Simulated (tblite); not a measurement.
Species: C₆H₁₁NO₂Si.
Numbering: `[CH3:1][O:2][CH2:3][Si@@H:4]([OH:5])[n:6]1[cH:7][cH:8][cH:9][cH:10]1` (hydrogens: H11, H12, H13 on C1; H14, H15 on C3; H16 on Si4; H17 on O5; H18 on C7; H19 on C8; H20 on C9; H21 on C10)

The geometry is computed with GFN2-xTB (gas phase).

(1) Give the optimised bond lengths and angles.

Results:

(1) 
```tsv
bond	length (pm)	order
C1–O2	140.2	single
O2–C3	141.7	single
C3–Si4	190.5	single
Si4–O5	161.8	single
Si4–N6	175.1	single
N6–C7, N6–C10	137.2	aromatic
C7–C8, C9–C10	136.0	aromatic
C8–C9	141.6	aromatic
C1–H11	109.8	single
C1–H12, C1–H13	109.3	single
C3–H14	109.8	single
C3–H15	109.6	single
Si4–H16	145.7	single
O5–H17	95.6	single
C7–H18, C10–H21	107.1	single
C8–H19, C9–H20	107.3	single
```

Bonds in one row agree within 1 pm and their mean is given. Orders are formal, as drawn. A selection of angles:
```tsv
angle	degrees
O2–C1–H11	111.2
O2–C1–H12	107.0
H11–C1–H12	109.4
C1–O2–C3	113.5
O2–C3–Si4	105.2
O2–C3–H14	109.9
O2–C3–H15	110.5
Si4–C3–H14	111.2
Si4–C3–H15	113.4
H14–C3–H15	106.7
C3–Si4–O5	110.6
C3–Si4–N6	107.9
C3–Si4–H16	113.7
O5–Si4–N6	111.1
O5–Si4–H16	103.7
N6–Si4–H16	109.8
Si4–O5–H17	120.7
Si4–N6–C7	129.1
Si4–N6–C10	123.9
C7–N6–C10	107.0
N6–C7–C8	109.6
N6–C7–H18	120.6
C8–C7–H18	129.8
C7–C8–C9	106.9
C7–C8–H19	126.7
C9–C8–H19	126.4
N6–C10–H21	119.9
```

Torsions: C1–O2–C3–Si4 -178° (antiperiplanar); O2–C3–Si4–O5 -49° (synclinal); C3–Si4–N6–C7 6° (synperiplanar); H17–O5–Si4–C3 42° (synclinal).

The C–C distances run from 1.360 Å (C9–C10, aromatic) to 1.416 Å (C8–C9, aromatic), a spread of 0.056 Å. Si4 (oxygen-bound silicon) is distorted tetrahedral (angles from 103.7° to 113.7°). N6 (pyrrole-type nitrogen) is planar (angles 129.1°, 123.9° and 107.0°, sum 360.0°, 0.02 Å off the plane of its three neighbours). The 5-membered ring N6–C7–C8–C9–C10 has internal angles of 106.8° to 109.6°; it is planar, 0.00 Å rms from its mean plane, widest ring torsion 0°. Of the pairs four or more bonds apart, C3···H18 is among the closest relative to their van der Waals radii: 2.85 Å, 98 % of the sum of Bondi's values. O5 (silanol oxygen) is bent (angle 120.7°).

Point group: C1 (no symmetry element, even within 0.4 Å). Its lowest GFN2-xTB frequency is 16i cm⁻¹, too small to tell a flat minimum from a shallow saddle. The numbers are those of one conformer (C1–O2–C3–Si4 -178°, O2–C3–Si4–O5 -49°, C3–Si4–O5–H 42°, C3–Si4–N6–C7 6°).

Time: 0.85 s. Hardware: an Intel Xeon 6975P-C with one thread, no GPU, shared host with 128 logical CPUs at a one-minute load of 66. This is the geometry optimisation.
